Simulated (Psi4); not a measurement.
Job for Psi4: SAPT0/jun-cc-pV(D+d)Z on C2H6AlN (a complex), monomers drawn apart or pushed together.

```
memory 8100 MB

molecule dimer {
0 1
Al   -0.03534412    0.15324321   -0.40981655
H    -1.49527161   -0.22021759   -0.92851754
H     1.14634410   -0.86223162   -0.74494603
H     0.33283800    1.70001927   -0.30106647
--
0 1
C    -0.55673832   -0.75541807    3.88698150
C    -0.38613199   -0.45814918    2.48087710
N    -0.25080905   -0.22326413    1.36974227
H    -0.11053531   -1.72384954    4.11505534
H    -0.07068126    0.01420755    4.48731668
H    -1.61912286   -0.78339651    4.13099299
units angstrom
symmetry c1
no_reorient
no_com
}

set {
  basis jun-cc-pV(D+d)Z
  scf_type df
  freeze_core true
}

energy('sapt0')
```

Output:

```
[...]
==> Input File <==

--------------------------------------------------------------------------
memory 8100 MB

molecule dimer {
0 1
Al   -0.03534412    0.15324321   -0.40981655
H    -1.49527161   -0.22021759   -0.92851754
H     1.14634410   -0.86223162   -0.74494603
H     0.33283800    1.70001927   -0.30106647
--
0 1
C    -0.55673832   -0.75541807    3.88698150
C    -0.38613199   -0.45814918    2.48087710
N    -0.25080905   -0.22326413    1.36974227
H    -0.11053531   -1.72384954    4.11505534
H    -0.07068126    0.01420755    4.48731668
H    -1.61912286   -0.78339651    4.13099299
units angstrom
symmetry c1
no_reorient
no_com
}

set {
  basis jun-cc-pV(D+d)Z
  scf_type df
  freeze_core true
}

energy('sapt0')
--------------------------------------------------------------------------


   => Loading Basis Set <=

    Name: JUN-CC-PV(D+D)Z
    Role: ORBITAL
    Keyword: BASIS
    atoms 1         entry AL         line   500 file jun-cc-pv_dpd_z.gbs
    atoms 2-4, 8-10 entry H          line    60 file jun-cc-pv_dpd_z.gbs
    atoms 5-6       entry C          line   188 file jun-cc-pv_dpd_z.gbs
    atoms 7         entry N          line   222 file jun-cc-pv_dpd_z.gbs

   => Loading Basis Set <=

    Name: JUN-CC-PV(D+D)Z
    Role: ORBITAL
    Keyword: BASIS
    atoms 1         entry AL         line   500 file jun-cc-pv_dpd_z.gbs
    atoms 2-4, 8-10 entry H          line    60 file jun-cc-pv_dpd_z.gbs
    atoms 5-6       entry C          line   188 file jun-cc-pv_dpd_z.gbs
    atoms 7         entry N          line   222 file jun-cc-pv_dpd_z.gbs


  //>>>>>>>>>>>>>>>>>>>>>>>>>>>>>>>>>>>//
  //              Dimer HF             //
  //<<<<<<<<<<<<<<<<<<<<<<<<<<<<<<<<<<<//

   => Libint2 <=

    Primary   basis highest AM E, G, H:  7, 6, 3
    Auxiliary basis highest AM E, G, H:  7, 7, 4
    Onebody   basis highest AM E, G, H:  -, -, -
    Solid Harmonics ordering:            Gaussian


   => Loading Basis Set <=

    Name: JUN-CC-PV(D+D)Z
    Role: ORBITAL
    Keyword: BASIS
    atoms 1         entry AL         line   500 file jun-cc-pv_dpd_z.gbs
    atoms 2-4, 8-10 entry H          line    60 file jun-cc-pv_dpd_z.gbs
    atoms 5-6       entry C          line   188 file jun-cc-pv_dpd_z.gbs
    atoms 7         entry N          line   222 file jun-cc-pv_dpd_z.gbs


         ---------------------------------------------------------
                                   SCF
               by Justin Turney, Rob Parrish, Andy Simmonett
                          and Daniel G. A. Smith
                              RHF Reference
                        4 Threads,   7724 MiB Core
         ---------------------------------------------------------

  ==> Geometry <==

    Molecular point group: c1
    Full point group: C1

    Geometry (in Angstrom), charge = 0, multiplicity = 1:

       Center              X                  Y                   Z               Mass
    ------------   -----------------  -----------------  -----------------  -----------------
         AL          -0.035344120000     0.153243210000    -0.409816550000    26.981538530000
         H           -1.495271610000    -0.220217590000    -0.928517540000     1.007825032230
         H            1.146344100000    -0.862231620000    -0.744946030000     1.007825032230
         H            0.332838000000     1.700019270000    -0.301066470000     1.007825032230
         C           -0.556738320000    -0.755418070000     3.886981500000    12.000000000000
         C           -0.386131990000    -0.458149180000     2.480877100000    12.000000000000
         N           -0.250809050000    -0.223264130000     1.369742270000    14.003074004430
         H           -0.110535310000    -1.723849540000     4.115055340000     1.007825032230
         H           -0.070681260000     0.014207550000     4.487316680000     1.007825032230
         H           -1.619122860000    -0.783396510000     4.130992990000     1.007825032230

  Running in c1 symmetry.

  Rotational constants: A =      1.50784  B =      0.04593  C =      0.04587 [cm^-1]
  Rotational constants: A =  45203.82543  B =   1377.08958  C =   1375.16660 [MHz]
  Nuclear repulsion =  135.876688517289494

  Charge       = 0
  Multiplicity = 1
  Electrons    = 38
  Nalpha       = 19
  Nbeta        = 19

  ==> Algorithm <==

  SCF Algorithm Type is DF.
  DIIS enabled.
  MOM disabled.
  Fractional occupation disabled.
  Guess Type is SAD.
  Energy threshold   = 1.00e-08
  Density threshold  = 1.00e-08
  Integral threshold = 1.00e-12

  ==> Primary Basis <==

  Basis Set: JUN-CC-PV(D+D)Z
    Blend: JUN-CC-PV(D+D)Z
    Number of shells: 53
    Number of basis functions: 111
    Number of Cartesian functions: 116
    Spherical Harmonics?: true
    Max angular momentum: 2

   => Loading Basis Set <=

    Name: (JUN-CC-PV(D+D)Z AUX)
    Role: JKFIT
    Keyword: DF_BASIS_SCF
    atoms 1         entry AL         line   426 file jun-cc-pvdz-jkfit.gbs
    atoms 2-4, 8-10 entry H          line    70 file jun-cc-pvdz-jkfit.gbs

[...]
:  -131.94240051491320

   => Energetics <=

    Nuclear Repulsion Energy =             58.9177384042049468
    One-Electron Energy =                -293.9578033205618794
    Two-Electron Energy =                 103.0976644014437227
    Total Energy =                       -131.9424005149132029

Computation Completed


Properties will be evaluated at   0.000000,   0.000000,   0.000000 [a0]

Properties computed using the SCF density matrix


 Multipole Moments:

 ------------------------------------------------------------------------------------
     Multipole            Electronic (a.u.)      Nuclear  (a.u.)        Total (a.u.)
 ------------------------------------------------------------------------------------

 L = 1.  Multiply by 2.5417464519 to convert [e a0] to [Debye]
 Dipole X            :         17.2148398          -17.4104713           -0.1956315
 Dipole Y            :         21.0841439          -21.4243748           -0.3402309
 Dipole Z            :       -112.7733538          114.3826894            1.6093355
 Magnitude           :                                                    1.6564992

 ------------------------------------------------------------------------------------

  Constructing Basis Sets for SAPT...

   => Loading Basis Set <=

    Name: (JUN-CC-PV(D+D)Z AUX)
    Role: RIFIT
    Keyword: DF_BASIS_SAPT
    atoms 1         entry AL         line   320 file jun-cc-pvdz-ri.gbs
    atoms 2-4, 8-10 entry H          line    30 file jun-cc-pvdz-ri.gbs
    atoms 5-6       entry C          line   100 file jun-cc-pvdz-ri.gbs
    atoms 7         entry N          line   144 file jun-cc-pvdz-ri.gbs

   => Loading Basis Set <=

    Name: (JUN-CC-PV(D+D)Z AUX)
    Role: JKFIT
    Keyword: DF_BASIS_ELST
    atoms 1         entry AL         line   426 file jun-cc-pvdz-jkfit.gbs
    atoms 2-4, 8-10 entry H          line    70 file jun-cc-pvdz-jkfit.gbs
    atoms 5-6       entry C          line   146 file jun-cc-pvdz-jkfit.gbs
    atoms 7         entry N          line   202 file jun-cc-pvdz-jkfit.gbs


  //>>>>>>>>>>>>>>>>>>>>>>>>>>>>>>>>>>>//
  //               SAPT0               //
  //<<<<<<<<<<<<<<<<<<<<<<<<<<<<<<<<<<<//



        SAPT0
    Ed Hohenstein
     6 June 2009

      Orbital Information
  --------------------------
    NSO        =       111
    NMO        =       111
    NRI        =       364
    NRI (Elst) =       496
    NOCC A     =         8
    NOCC B     =        11
    FOCC A     =         5
    FOCC B     =         3
    NVIR A     =       103
    NVIR B     =       100

    Elst10,r            =    -0.102837880424 [Eh]
    Exch10              =     0.134076703268 [Eh]
    Exch10 (S^2)        =     0.126189272559 [Eh]

    Maxiter = 50
    CPHF R converge = 1.000000E-08

    Iter     Energy [mEh]          dE [mEh]         Residual      Time [s]
       1     -22.85605531      22.856055311     2.180133e-02             0
       2     -28.36349401       5.507438696     3.133139e-03             0
       3     -28.16630318      -0.197190824     4.103881e-04             0
       4     -28.17860163       0.012298443     4.751325e-05             0
       5     -28.17805845      -0.000543178     5.822869e-06             0
       6     -28.17805199      -0.000006454     5.553216e-07             0
       7     -28.17805853       0.000006539     5.821197e-08             0
       8     -28.17805733      -0.000001207     1.638915e-08             0
       9     -28.17805763       0.000000302     4.584548e-09             0

    CHF Iterations converged

    Maxiter = 50
    CPHF R converge = 1.000000E-08

    Iter     Energy [mEh]          dE [mEh]         Residual      Time [s]
       1    -134.62130169     134.621301685     9.048427e-02             0
       2    -148.45701068      13.835708994     4.143226e-02             0
       3    -165.30884279      16.851832112     7.197766e-03             0
       4    -164.86646041      -0.442382377     1.589926e-03             0
       5    -164.63100422      -0.235456195     3.080198e-04             0
       6    -164.65405295       0.023048731     5.575792e-05             0
       7    -164.65702143       0.002968483     1.673806e-05             0
       8    -164.65627395      -0.000747487     3.219949e-06             0
       9    -164.65613830      -0.000135650     6.077179e-07             0
      10    -164.65618311       0.000044811     8.083067e-08             0
      11    -164.65617944      -0.000003663     1.237525e-08             0
      12    -164.65617972       0.000000272     3.052528e-09             0

    CHF Iterations converged

    Ind20,r (A<-B)      =    -0.028178057628 [Eh]
    Ind20,r (B<-A)      =    -0.164656179716 [Eh]
    Ind20,r             =    -0.192834237344 [Eh]
    Exch-Ind20,r (A<-B) =     0.022834305115 [Eh]
    Exch-Ind20,r (B<-A) =     0.103822943069 [Eh]
    Exch-Ind20,r        =     0.126657248184 [Eh]
    Disp20              =    -0.018602052895 [Eh]
    Disp20 (SS)         =    -0.009301026448 [Eh]
    Disp20 (OS)         =    -0.009301026448 [Eh]
    Exch-Disp20         =     0.003318934991 [Eh]
    Exch-Disp20 (SS)    =     0.001617657339 [Eh]
    Exch-Disp20 (OS)    =     0.001701277653 [Eh]

    SAPT Results
  --------------------------------------------------------------------------------------------------------
    Electrostatics               -102.83788042 [mEh]     -64.53174423 [kcal/mol]    -270.00081785 [kJ/mol]
      Elst10,r                   -102.83788042 [mEh]     -64.53174423 [kcal/mol]    -270.00081785 [kJ/mol]

    Exchange                      134.07670327 [mEh]      84.13440151 [kcal/mol]     352.01833593 [kJ/mol]
      Exch10                      134.07670327 [mEh]      84.13440151 [kcal/mol]     352.01833593 [kJ/mol]
      Exch10(S^2)                 126.18927256 [mEh]      79.18496402 [kcal/mol]     331.30988946 [kJ/mol]

    Induction                     -50.51856305 [mEh]     -31.70087692 [kcal/mol]    -132.63646902 [kJ/mol]
      Ind20,r                    -192.83423734 [mEh]    -121.00531080 [kcal/mol]    -506.28622040 [kJ/mol]
      Exch-Ind20,r                126.65724818 [mEh]      79.47862316 [kcal/mol]     332.53855929 [kJ/mol]
      delta HF,r (2)               15.65842611 [mEh]       9.82581073 [kcal/mol]      41.11119209 [kJ/mol]

    Dispersion                    -15.28311790 [mEh]      -9.59030127 [kcal/mol]     -40.12582053 [kJ/mol]
      Disp20                      -18.60205290 [mEh]     -11.67296442 [kcal/mol]     -48.83968315 [kJ/mol]
      Exch-Disp20                   3.31893499 [mEh]       2.08266315 [kcal/mol]       8.71386262 [kJ/mol]
      Disp20 (SS)                  -9.30102645 [mEh]      -5.83648221 [kcal/mol]     -24.41984157 [kJ/mol]
      Disp20 (OS)                  -9.30102645 [mEh]      -5.83648221 [kcal/mol]     -24.41984157 [kJ/mol]
      Exch-Disp20 (SS)              1.61765734 [mEh]       1.01509531 [kcal/mol]       4.24715876 [kJ/mol]
      Exch-Disp20 (OS)              1.70127765 [mEh]       1.06756784 [kcal/mol]       4.46670386 [kJ/mol]

  Total HF                        -19.27974021 [mEh]     -12.09821963 [kcal/mol]     -50.61895094 [kJ/mol]
  Total SAPT0                     -34.56285811 [mEh]     -21.68852090 [kcal/mol]     -90.74477147 [kJ/mol]

  Special recipe for scaled SAPT0 (see Manual):
    Electrostatics sSAPT0        -102.83788042 [mEh]     -64.53174423 [kcal/mol]    -270.00081785 [kJ/mol]
    Exchange sSAPT0               134.07670327 [mEh]      84.13440151 [kcal/mol]     352.01833593 [kJ/mol]
    Induction sSAPT0              -25.25309864 [mEh]     -15.84655864 [kcal/mol]     -66.30200134 [kJ/mol]
    Dispersion sSAPT0             -14.62105999 [mEh]      -9.17485366 [kcal/mol]     -38.38758771 [kJ/mol]
  Total sSAPT0                     -8.63533578 [mEh]      -5.41875501 [kcal/mol]     -22.67207097 [kJ/mol]
  --------------------------------------------------------------------------------------------------------



*** Psi4 exiting successfully. Buy a developer a beer!
```

The run finished.

Cost: very roughly 19 core-seconds.
